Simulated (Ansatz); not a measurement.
A structure relaxed at PBE0-D4/def2-TZVP, charge 0, multiplicity 2:

```xyz
8

F     1.503    1.159    0.320
Si    1.384   -0.332   -0.206
F     1.454   -0.239   -1.786
S    -0.417   -1.214    0.433
Si   -1.775    0.380   -0.044
H     2.527   -1.120    0.277
H    -1.547    1.562    0.829
H    -3.127   -0.196    0.177
```

Question: Give its formula and SMILES.

Answer: F2H3SSi2, `F[SiH](F)S[SiH2]`.

Question: Summarise the bond lengths by kind.

Answer: 2 × F–Si 1.584 to 1.586 Å; 2 × S–Si 2.104 to 2.148 Å; 3 × H–Si 1.470 to 1.488 Å.

All numbers were calculated with Ansatz.
